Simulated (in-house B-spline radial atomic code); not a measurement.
Inner levels of lutetium as electrons are removed. A shift is the extra binding of the orbital against the neutral atom ([Xe] 4f14 5d1 6s2). The density at the nucleus is averaged over the nuclear charge. Computed with a B-spline radial code for spherical atoms: Dirac-Hartree-Fock, average of the configuration, finite nuclei.

```json
{"ion": "Lu61+", "configuration": "[He] 2s2 2p6", "shift of 1s1/2 (eV)": "5238.28", "radius of 1s1/2 (bohr)": "0.019299", "Σ<r²> (bohr²)": "0.053102", "change of density at nucleus (bohr⁻³)": "-30848.2"}
{"ion": "Lu62+", "configuration": "[He] 2s2 2p5", "shift of 1s1/2 (eV)": "5686.68", "radius of 1s1/2 (bohr)": "0.019287", "Σ<r²> (bohr²)": "0.04638", "change of density at nucleus (bohr⁻³)": "-30048.8"}
{"ion": "Lu63+", "configuration": "[He] 2s2 2p4", "shift of 1s1/2 (eV)": "6139.94", "radius of 1s1/2 (bohr)": "0.019275", "Σ<r²> (bohr²)": "0.039835", "change of density at nucleus (bohr⁻³)": "-29255.5"}
{"ion": "Lu64+", "configuration": "[He] 2s2 2p3", "shift of 1s1/2 (eV)": "6598.06", "radius of 1s1/2 (bohr)": "0.019262", "Σ<r²> (bohr²)": "0.033462", "change of density at nucleus (bohr⁻³)": "-28468.8"}
{"ion": "Lu65+", "configuration": "[He] 2s2 2p2", "shift of 1s1/2 (eV)": "?", "radius of 1s1/2 (bohr)": "?", "Σ<r²> (bohr²)": "?", "change of density at nucleus (bohr⁻³)": "?"}
{"ion": "Lu66+", "configuration": "[He] 2s2 2p1", "shift of 1s1/2 (eV)": "7528.87", "radius of 1s1/2 (bohr)": "0.019236", "Σ<r²> (bohr²)": "0.02121", "change of density at nucleus (bohr⁻³)": "-26918.4"}
{"ion": "Lu67+", "configuration": "[He] 2s2", "shift of 1s1/2 (eV)": "8001.57", "radius of 1s1/2 (bohr)": "0.019222", "Σ<r²> (bohr²)": "0.015322", "change of density at nucleus (bohr⁻³)": "-26156"}
{"ion": "Lu68+", "configuration": "[He] 2s1", "shift of 1s1/2 (eV)": "?", "radius of 1s1/2 (bohr)": "?", "Σ<r²> (bohr²)": "?", "change of density at nucleus (bohr⁻³)": "?"}
{"ion": "Lu69+", "configuration": "1s2", "shift of 1s1/2 (eV)": "?", "radius of 1s1/2 (bohr)": "?", "Σ<r²> (bohr²)": "?", "change of density at nucleus (bohr⁻³)": "?"}
{"ion": "Lu70+", "configuration": "1s1", "shift of 1s1/2 (eV)": "10203.8", "radius of 1s1/2 (bohr)": "0.019095", "Σ<r²> (bohr²)": "0.00049911", "change of density at nucleus (bohr⁻³)": "-586624"}
```

Question: Fill in the row of Lu65+.

Answer: shift of 1s1/2 (eV): 7061.03; radius of 1s1/2 (bohr): 0.019249; Σ<r²> (bohr²): 0.027256; change of density at nucleus (bohr⁻³): -27689.6.

Question: Fill in the row of Lu68+.

Answer: shift of 1s1/2 (eV): 8428.13; radius of 1s1/2 (bohr): 0.019221; Σ<r²> (bohr²): 0.008103; change of density at nucleus (bohr⁻³): -90843.8.

Question: Fill in the row of Lu69+.

Answer: shift of 1s1/2 (eV): 8858; radius of 1s1/2 (bohr): 0.019212; Σ<r²> (bohr²): 0.001011; change of density at nucleus (bohr⁻³): -156805.
